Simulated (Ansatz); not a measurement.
GaSi4. Charge 0, multiplicity 2. Geometry B3LYP-D4/def2-SVP; atoms count from 1.

| atom | x (Å) | y (Å) | z (Å) |
| --- | --- | --- | --- |
| Ga1 | 0.000 | 0.004 | -0.005 |
| Si2 | 1.671 | -0.762 | -1.619 |
| Si3 | -1.604 | 1.793 | 0.459 |
| Si4 | 0.187 | -2.248 | -0.940 |
| Si5 | -0.254 | 1.212 | 2.106 |

Another isomer (doublet) lies 2.06 eV lower at PBE0-D4/def2-TZVP; other spin states weren't run for this one.

Estimate the Mulliken populations from the PBE0/def2-TZVP orbitals of Ansatz.


| atom | charge (e) | spin (α − β) |
| --- | --- | --- |
| Ga1 | 0.15 | 0.01 |
| Si2 | -0.08 | -0.02 |
| Si3 | 0.00 | 0.51 |
| Si4 | -0.08 | -0.02 |
| Si5 | 0.00 | 0.51 |
Mulliken values and Mayer orders depend strongly on the basis.

Where does the spin sit?

Summed by element: Ga 0.01, Si 0.99, of 1 unpaired in all. Largest on single atoms: Si5 0.51, Si3 0.51, Si4 -0.02.

And the Mayer bond orders between bonded heavy atoms (over 0.3)?

Ga1–Si2 0.93 (2.45 Å); Ga1–Si3 0.78 (2.45 Å); Ga1–Si4 0.93 (2.45 Å); Ga1–Si5 0.78 (2.45 Å); Si2–Si4 1.60 (2.21 Å); Si3–Si5 1.75 (2.21 Å).
